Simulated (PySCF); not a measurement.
**Sulfur: a sound run and one with changed settings**

Sound run: S⁺ [Ne] 3s2 3p3, S²⁺ [Ne] 3s2 3p2. Computed with PySCF 2.14 in x2c-TZVPall (5s5p2d1f, 37 functions), with the spin-free X2C one-electron Hamiltonian (Gaussian nucleus). In the sound run the correlated levels freeze [Ne]. The sound run starts from symmetry-adapted Hartree-Fock orbitals and uses a fine grid where one is needed.

Changed run: initial guess minao, at most 50 SCF cycles, level shift 0.1 hartree.

```
species   method  sound run (hartree)  changed run (hartree)  converged
     S⁺      UHF           -398.24553             -398.24553        yes
     S⁺     TPSS           -398.84110             -398.84110        yes
     S⁺    B3LYP           -398.83668             -398.83668        yes
     S⁺      MP2           -398.33299             -398.32614        yes
     S⁺  CCSD(T)           -398.35649             -398.35649        yes
    S²⁺      UHF           -397.41108             -397.41108        yes
    S²⁺     TPSS           -397.98270             -397.98270        yes
    S²⁺    B3LYP           -397.98261             -397.98261        yes
    S²⁺      MP2           -397.47637             -397.47131        yes
    S²⁺  CCSD(T)           -397.50082             -397.50082        yes
```

Ionisation energy of S⁺:

```json
{"method": "UHF", "sound run (eV)": "22.706", "changed run (eV)": "22.706"}
{"method": "TPSS", "sound run (eV)": "23.358", "changed run (eV)": "23.358"}
{"method": "B3LYP", "sound run (eV)": "23.240", "changed run (eV)": "23.240"}
{"method": "MP2", "sound run (eV)": "23.310", "changed run (eV)": "23.261"}
{"method": "SCS-MP2", "sound run (eV)": "23.126", "changed run (eV)": "23.092"}
{"method": "CCSD", "sound run (eV)": "23.246", "changed run (eV)": "23.246"}
{"method": "CCSD(T)", "sound run (eV)": "23.284", "changed run (eV)": "23.284"}
```

A level shift leaves the converged SCF energy unchanged but raises the virtual orbital energies, which shrinks MP2 if it is not removed.

For comparison, NIST gives 23.338 eV between the lowest levels.
